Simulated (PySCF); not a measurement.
Geometries of 2 isomers of C8H7N, from PySCF, PBE0-D3(BJ)/def2-SVP geometry optimisation, gas phase. One conformer each, no zero-point energy, no frequencies.

Task: Which isomer lies lower at this level?
A.
```xyz
16
angstrom
C      2.190    1.051   -0.069
C      0.750    0.649   -0.168
C     -0.275    1.596   -0.217
C     -1.612    1.216   -0.307
C     -1.961   -0.133   -0.349
C     -0.963   -1.099   -0.302
C      0.382   -0.713   -0.213
C      1.400   -1.718   -0.167
N      2.232   -2.526   -0.131
H      2.297    2.144   -0.048
H      2.655    0.640    0.840
H      2.770    0.663   -0.921
H     -0.014    2.657   -0.185
H     -2.390    1.983   -0.345
H     -3.008   -0.432   -0.420
H     -1.212   -2.161   -0.335
```
B.
```xyz
16
angstrom
C     -1.658    2.325    0.177
C     -0.950    1.349    0.045
C     -0.125    0.195   -0.109
C     -0.768   -1.117   -0.185
C     -2.091   -1.316   -0.122
C      1.236    0.328   -0.182
C      2.189   -0.825   -0.343
C      1.813    1.631   -0.107
N      2.329    2.670   -0.051
H     -2.268    3.203    0.292
H     -0.103   -1.976   -0.302
H     -2.781   -0.476   -0.005
H     -2.514   -2.321   -0.185
H      2.006   -1.367   -1.285
H      3.227   -0.470   -0.358
H      2.091   -1.544    0.484
```

Result: A. That is `Cc1ccccc1C#N` (ortho-tolunitrile), 80.1 kcal/mol below the other.

```tsv
SMILES	atoms numbered as above	E (Eh)	relative (kcal/mol)	relative (kJ/mol)	dipole (D)
Cc1ccccc1C#N	[CH3:1][c:2]1[cH:3][cH:4][cH:5][cH:6][c:7]1[C:8]#[N:9]	-363.12791	0.0	0.0	4.13
C#C/C(C=C)=C(/C)C#N	[CH:1]#[C:2]/[C:3]([CH:4]=[CH2:5])=[C:6](/[CH3:7])[C:8]#[N:9]	-363.00026	80.1	335.1	4.22
```

As drawn, the lower has an aromatic ring, which the higher lacks; the higher has a C≡C bond and a C=C bond outside aromatic rings, which the lower lacks.
